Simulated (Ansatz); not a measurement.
```yaml
crystal:
  periodic: [false, false, false]
  atoms:
    - {symbol: S, position_ang: [-2.590503, 0.544894, -0.170137]}
    - {symbol: Si, position_ang: [-0.977199, -0.097072, 0.634398]}
    - {symbol: N, position_ang: [0.341712, -1.107415, -0.339375]}
    - {symbol: Si, position_ang: [1.553279, 0.286494, 0.042296]}
    - {symbol: O, position_ang: [0.284505, 0.866188, 0.817269]}
    - {symbol: H, position_ang: [-2.130510, 1.044245, -1.309954]}
    - {symbol: H, position_ang: [-1.211851, -0.657570, 2.001575]}
    - {symbol: H, position_ang: [0.264963, -1.925899, -0.719253]}
    - {symbol: H, position_ang: [1.878599, 1.020804, -1.280292]}
    - {symbol: H, position_ang: [2.794722, -0.245106, 0.598252]}
basis:
  gaussian: {orbitals: def2-mTZVP}
hamiltonian: {xc: {name: revPBE0}, dispersion: d3bj}
relax: {f_tol: 0.001, max_steps: 1}
```

```sh
$ ansatz run in.yaml --threads 4 --pin off --events-out ev --progress --plain --max-ram 10444MiB
```

Shortened log:

```
Functional definition: revPBE0
1218 factors; integrals over basis functions are off by at most 5.6e-4 eV
mean field evaluation 1: about -30193.9529 eV, gradient 8.1e1 eV
mean field evaluation 2: about -30124.9988 eV, gradient 1.5e2 eV
mean field evaluation 4: about -30205.2958 eV, gradient 1.4e1 eV
mean field evaluation 8: about -30205.7062 eV, gradient 3.6e-1 eV
mean field evaluation 16: about -30205.7381 eV, gradient 8.9e-5 eV
mean field -30205.73806443 eV, -1110.0403996830 hartree, gradient 1.7e-5 eV, S^2 0.000000; 0 other end points of the search recorded, 0 dependent functions left out
reference -30205.73810622 eV, -1110.0404012190 hartree; 32, 32 occupied and 92, 92 virtual orbitals, 1218 factors
relax step   1: F+E_penalty+E_count = -30206.33610701 eV  Δ(F+E_penalty+E_count) = +0.000e0 eV  max|allowed force component| = 8.328e0 eV/Å  Δτ_max = 0.0000 Å  (29 SCF iters, accepted)
Error: geometry relaxation did not converge after 1 steps: max|allowed force component| = 8.33e0 eV/Å (threshold 1.0e-3). Raise `relax.max_steps` over both its present limit and 1, loosen `relax.f_tol`, or start from a geometry closer to equilibrium. Where this run's directory can be resumed (`checkpoint.write`), a resume goes on for up to `relax.max_steps` more
```

Task: Something in this input is off. What?

Result: The relaxation is allowed too few steps for its threshold. The run did not converge.
